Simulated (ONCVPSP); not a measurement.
**Before and after: ONCV potential for Yb (Z = 70)**

ONCVPSP 4.0.1 input, shortened (lines: element, Z, core and valence counts, functional; n l f; lmax; l rc ep ncon nbas qcut; lloc lpopt rc5 dvloc0; l nproj debl; icmod fcfact rcfact), PBEsol, scalar-relativistic:

```
  Yb 70.00   10    4  -116133      upf
    1    0    2.00
    2    0    2.00
    2    1    6.00
    3    0    2.00
    3    1    6.00
    3    2   10.00
    4    0    2.00
    4    1    6.00
    4    2   10.00
    4    3   13.00
    5    0    2.00
    5    1    6.00
    5    2    1.00
    6    0    1.00
    2
    0    1.85    0.00    4    8    5.80
    1    1.55    0.00    3    6    6.30
    2    3.20    0.00    5   10    4.70
    4    5    1.45    3.00
    0    2    3.70
    1    2    2.70
    2    3    0.90
    1    0.55    0.00
```

Change: s: qcut 7.7.

Cutoffs: the cutoffs (Ha) at which the residual kinetic energy of the hardest occupied pseudo-wave falls to 1 and 0.1 mHa per electron; they do not see the model core or the augmentation charge, which bear on the density cutoff. Errors are all-electron minus pseudo energies relative to the spin-unpolarised reference configuration.

Question: What does the change do?

Answer: The potential gets neither clearly harder nor softer (17 Ha and 39 Ha → 19 Ha and 39 Ha); of the 4 tests that both files solve, the error grows in 0 and shrinks in 1 by more than 15 % and 0.3 meV (median size 8.9 → 8.4 meV); neither file shows a bound ghost.

| quantity | base | changed |
| --- | --- | --- |
| cutoff, loose | 17 Ha | 19 Ha |
| cutoff, tight | 39 Ha | 39 Ha |
| loose cutoff by channel | s 13 Ha, p 17 Ha, d 8.0 Ha | s 19 Ha, p 17 Ha, d 8.0 Ha |
| bound ghosts | none | none |
| GHOST(+) flags under 300 eV | s at 190.7 eV | none |
| error for 5s2 5p6 5d1 6s2, meV [ΔE -7.28 eV] | -1.3 | -0.6 |
| error for 5s2 5p6 5d1 6s0, meV [ΔE 13.05 eV] | -16 | -15 |
| error for 5s2 5p6 5d0 6s0, meV [ΔE 32.96 eV] | -98 | -98 |
| error for 5s2 5p6 5d1 6s0 6p2, meV [ΔE -0.38 eV] | -1.6 | -1.4 |
| s: phases at 1.88 bohr within 0.05 rad from the reference energy up to (Ha; the scan ends near 5) | to the end of the scan | 4.0 |
| p: phases at 1.58 bohr within 0.05 rad from the reference energy up to (Ha; the scan ends near 5) | to the end of the scan | to the end of the scan |
| d: phases at 3.25 bohr within 0.05 rad from the reference energy up to (Ha; the scan ends near 5) | to the end of the scan | to the end of the scan |
| rms error of d²Exc/dni dnj with the model core, mHa | 0.85 | 0.50 |
